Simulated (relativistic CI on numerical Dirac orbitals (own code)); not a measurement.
**W⁵⁺: O2,3 absorption edge**

Computed with this model: Dirac-Coulomb-Breit CI, KLI orbitals optimised for each configuration, model QED, valence Slater integrals scaled by 0.7, multiplet model of core-to-valence dipole absorption; configurations [Xe] 4f14 5d → [Kr] 4d10 4f14 5s2 5p5 5d2; 10 K; Lorentzian 1.5 eV and Gaussian 0.3 eV FWHM. Energies are those of the free ion, without screening or charge transfer. The branching ratio is the share of the lower-energy edge in the whole absorption, uncertain by about 0.02 where the edges overlap. S is read from ⟨S²⟩ = S(S + 1).

Field parameters in Wybourne normalisation: D4h B²₀ = −7Ds, B⁴₀ = 21(Dq − Dt), B⁴₄ = 21√(5/14) Dq. The field is a parameter set, without covalency.

free ion: ground-state S = 0.50, centroid 51.04 eV. Peaks (eV, height): 44.5 (59), 46.5 (48), 51.0 (55), 56.2 (100).

D4h, 10Dq = 28850, Ds = -1500, Dt = -330 cm⁻¹: ground-state S = 0.50, centroid 51.49 eV. Peaks (eV, height): 41.5 (21), 46.0 (65), 50.0 (51), 52.2 (43), 56.8 (100).

D4h, 10Dq = 28850, Ds = -210, Dt = -330 cm⁻¹: ground-state S = 0.50, centroid 51.46 eV. Peaks (eV, height): 41.5 (19), 46.2 (59), 49.8 (46), 53.5 (46), 56.5 (100).

Strongest unbroadened transitions for D4h, 10Dq = 28850, Ds = -1500, Dt = -330 cm⁻¹:

```csv
Energy (eV),Relative strength
45.17,28.8
45.35,21.5
45.76,43.8
46.48,57.1
46.57,18.2
49.63,19.9
49.72,43.8
52.12,25.7
52.22,21.6
53.71,23.6
54.00,18.5
54.07,17.4
54.98,19.6
55.29,17.7
55.91,100.0
56.72,60.3
57.03,73.7
58.67,23.3
```
